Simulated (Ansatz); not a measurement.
`[OH][Ti]([F])([F])[SeH]`, relaxed with RKS PBE0-D4/def2-TZVP in Ansatz 0.2.0 from a GFN2-xTB geometry. The force threshold is 0.005 eV/Å; the program also tests the step.

Charge 0, multiplicity 1.

Start:

```xyz
7

O     0.892   -1.334    0.577
Ti    0.077    0.123    0.487
F    -1.343    0.349    1.416
F     0.940    1.601    0.444
Se   -0.771    0.013   -1.733
H     1.374   -2.162    0.616
H    -1.170    1.409   -1.808
```

```csv
step,energy (eV),largest force (eV/Å),largest move (Å)
1,-95967.4864,3.378,0.000
2,-95967.7715,0.653,0.195
3,-95967.8124,0.709,0.093
4,-95967.8194,0.387,0.020
5,-95967.8245,0.510,0.098
6,-95967.8284,0.293,0.066
7,-95967.8303,0.026,0.039
8,-95967.8306,0.060,0.013
9,-95967.8309,0.052,0.009
10,-95967.8315,0.115,0.036
11,-95967.8346,0.032,0.091
12,-95967.8347,0.055,0.018
13,-95967.8374,0.074,0.069
14 (rejected),-95967.6108,2.910,0.199
15,-95967.8399,0.075,0.057
16 (rejected),-95967.8349,0.610,0.099
17,-95967.8408,0.036,0.031
18,-95967.8416,0.035,0.050
19,-95967.8417,0.060,0.017
20 (rejected),-95967.8416,0.118,0.009
21,-95967.8419,0.018,0.004
22 (rejected),-95967.8418,0.015,0.018
23,-95967.8419,0.008,0.009
24,-95967.8419,0.004,0.006
```

End:

```xyz
7

O     0.717   -1.464    0.640
Ti   -0.019    0.113    0.385
F    -1.372    0.379    1.466
F     1.125    1.426    0.566
Se   -0.776    0.028   -1.914
H     1.569   -1.901    0.654
H    -1.243    1.421   -1.798
```

Hardware: 2 threads of an AMD EPYC 7R13 on a shared host and a share of an NVIDIA H100 80 GB. Wall time 49 s, peak host memory 0.93 GiB.
